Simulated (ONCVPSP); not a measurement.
## Logarithmic derivatives: Al (Z = 13), ONCV

Al, optimised norm-conserving Vanderbilt (ONCV), made with ONCVPSP 4.0.1 (PBE, fully relativistic). Core [He], reference 2s2 2p6 3s2 3p1. Waves: 2s+3s: rc 0.95 bohr, ncon 3, nbas 7, qcut 12 1/bohr, 3 projectors, debl 0.7 Ha; 2p+3p: rc 1.10 bohr, ncon 4, nbas 8, qcut 15.8 1/bohr, 2 projectors. Local part: polynomial inside 0.75 bohr (lpopt 5, dvloc0 0 Ha). Core correction: polynomial model core, fcfact 0.55.

Open shells are filled in proportion to 2j + 1.

The phase is arctan(r·R′/R) of the radial function R(r), unwrapped; energies in Ha, scanned from -5 to 5 Ha. A pole is an energy at which the radial function vanishes at the test radius. The pseudo phase is shifted by a multiple of π to meet the all-electron one at the reference energy, and phase errors are pseudo minus all-electron; the curves can meet again beyond the range given. Levels narrower than the energy grid can be missing from the lists of poles.

```
channel  radius (bohr)  reference energy (Ha)  poles, all-electron  poles, pseudo  unbroken range about the reference energy with phases within 0.05 rad  phase error 1 Ha above the reference energy (rad)
      s           0.96                  -0.28                -2.41          -2.41                                                        the whole range                                             +0.000
   p3/2           1.12                  -0.10                -1.91          -1.91                                                        the whole range                                             +0.000
   p1/2           1.12                  -0.10                -1.93          -1.93                                                        the whole range                                             +0.000
```

Phases in the p1/2 channel:

| E (Ha) | all-electron | pseudo |
| --- | --- | --- |
| -4.96 | 0.998 | 0.998 |
| -4.48 | 0.879 | 0.879 |
| -4.00 | 0.657 | 0.657 |
| -3.52 | 0.161 | 0.162 |
| -3.04 | -0.698 | -0.698 |
| -2.56 | -1.260 | -1.260 |
| -2.08 | -1.518 | -1.518 |
| -1.60 | -1.665 | -1.665 |
| -1.12 | -1.770 | -1.770 |
| -0.64 | -1.862 | -1.862 |
| -0.16 | -1.955 | -1.955 |
| 0.32 | -2.061 | -2.061 |
| 0.80 | -2.194 | -2.194 |
| 1.28 | -2.376 | -2.375 |
| 1.76 | -2.632 | -2.631 |
| 2.24 | -2.979 | -2.978 |
| 2.72 | -3.374 | -3.372 |
| 3.20 | -3.719 | -3.717 |
| 3.68 | -3.971 | -3.968 |
| 4.16 | -4.144 | -4.142 |
| 4.64 | -4.265 | -4.263 |
